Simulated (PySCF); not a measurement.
Identify the compound

Molecular formula: C₅H₉BO₂. Simulated spectra:

¹H NMR (500 MHz, computed): δ 6.19 (ddd, J = 18.0, 11.4, 10.6 Hz, 1H), 5.38 (dd, J = 18.0, 1.8 Hz, 1H), 5.29 (dd, J = 11.4, 1.8 Hz, 1H), 4.16 (ddt, J = 10.6, 6.1, 1.4 Hz, 1H), 4.12 (ddd, J = 14.7, 13.8, 3.6 Hz, 1H), 4.06 (br, 1H), 3.89 (ddt, J = 13.8, 6.2, 1.3 Hz, 1H), 2.12 (tt, J = 15.0, 6.2 Hz, 1H), 1.46 (ddt, J = 15.3, 3.6, 1.4 Hz, 1H).

¹³C{¹H} NMR (computed): δ 149.9 (CH), 123.3 (CH2), 75.7 (CH), 60.3 (CH2), 37.0 (CH2).

Theory: structure optimised with PBE0-D3(BJ)/def2-SVP, B3LYP/pcJ-1 coupling constants (spin–dipole term only in couplings to heteroatoms), σ from GIAO-B3LYP/pcSseg-1, in PySCF 2.14.0 with density-fitted response routines (isolated molecule, a single conformation, non-relativistic).

Shifts are taken against calculated references (same method and geometry level): ¹H, ¹³C against TMS.

Propose a structure and justify it.

Answers


1. 5 carbon signals for 5 carbons: no two carbons are equivalent.
2. Carbon types of the structure: 2 × CH, 3 × CH2, leaving 1 H on heteroatoms.
3. δC 149.9: alkene CH; an sp2 carbon of a C=C bond.
4. δC 123.3: terminal =CH2 carbon; an sp2 carbon of a C=C bond.
5. δC 75.7: allylic sp3 CH bonded to O; pulled downfield by the heteroatom.
6. δC 60.3: sp3 CH2 bonded to O; deshielded by the electronegative neighbour.
7. δC 37.0: sp3 CH2 in a ring; aliphatic region, no heteroatom directly attached.
8. δH 6.19: hydrogen on an alkene CH; a vinylic proton, deshielded by the sp2 carbon and the C=C anisotropy.
9. δH 4.16: hydrogen on an allylic sp3 CH bonded to O; its carbon carries O, hence the downfield position.
10. The protons at 5.38 and 6.19 share a coupling of 18.0 Hz (vicinal, trans across C=C).
11. The protons at 1.46 and 2.12 share a coupling of 15.3 Hz (geminal).
12. The protons at 2.12 and 4.12 share a coupling of 14.7 Hz (vicinal).
13. The protons at 3.89 and 4.12 share a coupling of 13.8 Hz (geminal).

These data were computed for `C1[C@H](C=C)OBOC1`.

The data come from this structure; uniqueness wasn't tested.

Hydrogens on boron are broadened and split by ¹¹B (spin 3/2, 80 %) and 10B (spin 3). Multiplet labels drop couplings under 1 Hz and merge nearly equal ones. Unscaled 3J(H,H) at this level run about 10 % above measured values. Shifts are as computed. Against solution values, carbons near 30 ppm lie about +2 ppm off and those near 130 ppm about +6 ppm. Of 1309 compounds with measured shifts, 239 miss one by over three times the rms of a fit or turn the order of signals round; such compounds aren't used in these exercises. Couplings across =CH–CH2 type bonds come from one rotamer and its mirror image, and can be 1–2 Hz further off. Vicinal couplings across rotatable single bonds and in flexible rings belong to the one computed conformer; a conformer average would change them.
